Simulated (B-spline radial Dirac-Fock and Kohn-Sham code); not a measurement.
## Kohn-Sham estimates against Dirac-Fock for the levels of Bi⁷⁵⁺

System: bismuth as Bi⁷⁵⁺, configuration [He] 2s2 2p4.

The density-functional columns are spherical, spin-unpolarised Dirac-Kohn-Sham results without Breit or QED terms: −ε is minus the orbital energy of the initial state and ΔSCF the difference of two total energies. The reference in the last column comes from ΔSCF Dirac-Fock with Breit, self-energy and vacuum polarisation, finite nucleus, configuration average. All numbers are from a B-spline atomic structure program, in eV; a selection of levels is shown. The Kohn-Sham columns are given as differences from the reference. For the 1s level of heavy atoms much of the gap between ΔSCF and the reference is the Breit and QED part, -480.7 eV here; for other levels the error of the functional can be larger.

```
level  LDA −ε − DF  LDA ΔSCF − DF  Dirac-Fock
    K       -234.5         +494.2     98828.8
   L1       -152.2          +29.0     23795.0
 L2,3       -154.0          +47.7     21730.5
```

Values without a named source are computed, but for edge energies of neutral atoms, which are taken from tables.
